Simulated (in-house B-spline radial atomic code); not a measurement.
# Ionising Zn with different functionals

Computed with an all-electron radial atomic-structure program (B-spline basis): four-component Dirac-Coulomb Hamiltonian, Fermi nucleus of rms radius 3.9283 fm, spin-restricted, spherical fractional occupations for the functionals. The ionisation energy is the difference of two self-consistent energies, [Ar] 3d10 4s2 → [Ar] 3d10 4s1, without Breit or QED terms; ε is the level of the shell that loses the electron (mean over j).

Hybrids are left out here: with spherical fractional occupations of an open shell their exact exchange keeps a self-interaction that integer-occupation calculations don't have.

```json
{"method": "LDA VWN5", "rung": "LDA", "ΔSCF (eV)": "10.18", "-ε(4s) (eV)": "6.22"}
{"method": "relativistic LDA", "rung": "LDA", "ΔSCF (eV)": "10.17", "-ε(4s) (eV)": "6.21"}
{"method": "LDA PW92", "rung": "LDA", "ΔSCF (eV)": "10.18", "-ε(4s) (eV)": "6.22"}
{"method": "LDA exchange-only", "rung": "LDA", "ΔSCF (eV)": "9.10", "-ε(4s) (eV)": "5.19"}
{"method": "PBE", "rung": "GGA", "ΔSCF (eV)": "9.89", "-ε(4s) (eV)": "5.98"}
{"method": "PBEsol", "rung": "GGA", "ΔSCF (eV)": "9.90", "-ε(4s) (eV)": "6.00"}
{"method": "BLYP", "rung": "GGA", "ΔSCF (eV)": "9.94", "-ε(4s) (eV)": "5.96"}
{"method": "RPBE", "rung": "GGA", "ΔSCF (eV)": "9.75", "-ε(4s) (eV)": "5.88"}
{"method": "PW91", "rung": "GGA", "ΔSCF (eV)": "9.96", "-ε(4s) (eV)": "6.05"}
{"method": "BP86", "rung": "GGA", "ΔSCF (eV)": "10.09", "-ε(4s) (eV)": "6.16"}
{"method": "AM05", "rung": "GGA", "ΔSCF (eV)": "9.85", "-ε(4s) (eV)": "5.94"}
{"method": "OLYP", "rung": "GGA", "ΔSCF (eV)": "9.49", "-ε(4s) (eV)": "5.64"}
```

Problem. How do they compare with the NIST value?

Solution. NIST lists 9.394 eV (measured, ground level to ground level). Errors run from -0.29 to +0.79 eV; OLYP is closest (+0.09 eV), but part of that can be cancellation, since the calculations leave out Breit-QED terms, spin polarisation.
